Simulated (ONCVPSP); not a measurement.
## Pseudopotential generation for lanthanum: ONCV, PBE, scalar-relativistic.

ONCVPSP 4.0.1 input, shortened (lines: element, Z, core and valence counts, functional; n l f; lmax; l rc ep ncon nbas qcut; lloc lpopt rc5 dvloc0; l nproj debl; icmod fcfact rcfact), PBE, scalar-relativistic:

```
  La 57.00    9    4        4      upf
    1    0    2.00
    2    0    2.00
    2    1    6.00
    3    0    2.00
    3    1    6.00
    3    2   10.00
    4    0    2.00
    4    1    6.00
    4    2   10.00
    5    0    2.00
    5    1    6.00
    5    2    1.00
    6    0    1.50
    3
    0    2.80    0.00    4    8    5.30
    1    2.30    0.00    3    8    6.20
    2    3.55    0.00    3    7    4.10
    3    3.40    0.12    3    7    2.90
    4    4    1.80   -1.00
    0    2    2.50
    1    3    2.90
    2    2    0.30
    3    3    1.50
    2    0.76    1.20
```

In the f channel the program set the typed energies aside and used -0.262, 1.238, 2.738 Ha.

All-electron outer shells of the reference configuration (PBE, scalar-relativistic, ld1.x):

```
shell  level (eV)  outermost node (bohr)  outermost maximum (bohr)
   5s      -41.70                   0.77                      1.41
   5p      -25.17                   0.83                      1.58
   6s       -5.94                   1.86                      3.69
   5d       -5.69                   0.95                      2.19
```

Calculated quality:

```json
{"Cutoffs needed": "11 Ha and 14 Ha (the cutoffs (Ha) at which the residual kinetic energy of the hardest occupied pseudo-wave falls to 1 and 0.1 mHa per electron) The cutoffs count occupied waves only; projector 2 of the f channel, the hardest unoccupied one, needs 40 Ha at the loose tolerance.", "Ghost test": "no bound ghost flagged; GHOST(+) flagged for s at 77.0 eV, p at 291.5 eV", "Largest excitation error": "-7.0 meV (all-electron minus pseudo) for 5s2 5p6 5d1 6s0, out of 4 test configurations", "rms error of d²Exc/dni dnj": "2.86 mHa without and 1.20 mHa with the model core"}
```

Generation and tests took about 4.9 s on one core of a shared server CPU.
